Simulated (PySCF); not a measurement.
Pd (palladium, neutral): UHF calculation

Configuration: [Kr] 4d9 5p1, one real determinant (an excited configuration). Computed with PySCF 2.14 in def2-TZVPPD with the def2 core potential (28 electrons), with scalar relativity through the core potential.

```json
{
 "Total energy": "-126.924976 hartree",
 "One-electron energy": "-224.7544 hartree",
 "Hartree (Coulomb) energy": "109.7773 hartree",
 "Exchange energy": "-11.9479 hartree",
 "⟨S²⟩": "2.0022",
 "⟨L²⟩": "8.045",
 "Sum of ⟨r⟩": "26.32 bohr",
 "Sum of ⟨r²⟩": "59.72 bohr²",
 "Traceless quadrupole moment −½Σ⟨3z² − r²⟩ along its main axis": "-10.2 e·bohr²"
}
```

| shell | electrons | mean orbital energy (eV) | spread (eV) | rms radius, mean of both spins (bohr) |
| --- | --- | --- | --- | --- |
| 4s α | 1 | -112.86 | 0 | 1.02 |
| 4s β | 1 | -110.89 | 0 | 1.02 |
| 4p α | 3 | -73.374 | 1.604 | 1.12 |
| 4p β | 3 | -70.943 | 1.421 | 1.12 |
| 4d α | 5 | -15.096 | 1.804 | 1.60 |
| 4d β | 4 | -14.038 | 0.954 | 1.60 |
| 5p α | 1 | -3.399 | 0 | 5.20 |

⟨L²⟩ = 8.04 against 12 for a pure F term, so this real determinant mixes terms. Energies and moments cover only the electrons outside the core potential.
